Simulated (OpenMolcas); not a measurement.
# Ionisation energies of vanadium

```yaml
Program: OpenMolcas 26.06
Basis: ANO-RCC-VDZP [5s4p2d1f]
Scalar_Hamiltonian: DKH2, point nucleus
Spin-orbit_coupling: state interaction with AMFI integrals over the reference wave functions, term energies averaged over their components
```

Active shells in each charge state: the valence d shell, with orbitals averaged over the low states. Where CASPT2's correlated closed shells are named, they are those of the first ion.

A. CASSCF
B. SS-CASPT2, IPEA 0.25 Eh, imaginary shift 0.1 Eh (closed shells correlated: 3s 3p)
C. SS-CASPT2, IPEA 0.25 Eh, imaginary shift 0.1 Eh (closed shells correlated: none)
D. SS-CASPT2, IPEA 0.25 Eh, imaginary shift 0.1 Eh (closed shells correlated: 2s 2p 3s 3p)
E. SS-CASPT2, IPEA 0 Eh, imaginary shift 0.1 Eh (closed shells correlated: 3s 3p)

Energies in eV between the lowest computed levels, named as in B; reference values from the NIST Atomic Spectra Database with their kind.

```csv
From,To,A,B,C,D,E,Spin-orbit share in B,Reference
V2+ 3d³ ⁴F_3/2,V3+ 3d² ³F₂,28.190,28.968,28.561,28.972,29.049,-0.009,29.311 (measured)
V3+ 3d² ³F₂,V4+ 3d ²D_3/2,46.105,46.542,46.192,46.539,46.612,+0.011,46.709 (measured)
V4+ 3d ²D_3/2,V5+ 3p⁶ ¹S₀,64.659,65.003,64.659,64.986,65.056,+0.044,65.282 (measured)
```

Error against the reference values, in %:

```tsv
From	Reference	A	B	C	D	E
V2+	measured	-3.8	-1.2	-2.6	-1.2	-0.9
V3+	measured	-1.3	-0.4	-1.1	-0.4	-0.2
V4+	measured	-1.0	-0.4	-1.0	-0.5	-0.3
```

Mean absolute error over the 3 measured values: A 0.78 eV, B 0.26 eV, C 0.63 eV, D 0.27 eV, E 0.20 eV. E lies closest.

The lowest level within the active space need not be the ion's true ground level.
